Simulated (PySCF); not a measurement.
SrCl, SMILES [Cl][Sr+], charge +1. Geometry: r2SCAN-D4/def2-TZVPD. The spin state was assumed, not searched. The def2 effective core potentials stand for the cores of Sr; spin–orbit coupling is left out.

These are r2SCAN-D4/def2-TZVPD (PySCF 2.14.0) values and carry that method's errors.

Harmonic wavenumbers (cm⁻¹): 364. Rotational constants (GHz): 3.274 (linear); symmetry number 1.

Task: Work out the zero-point energy and the ideal-gas rigid-rotor harmonic-oscillator thermochemistry at 298.15 K and 1 atm.

Result: ZPE = ½ Σ hcν = ½ × 364 cm⁻¹ = 0.52 kcal/mol. H − E(el) = 2.81 kcal/mol. Entropy in cal/(mol K): translation 40.34, rotation 16.99, vibration 1.10, total 58.43. G − E(el) = -14.61 kcal/mol. Cp = 8.50 cal/(mol K).
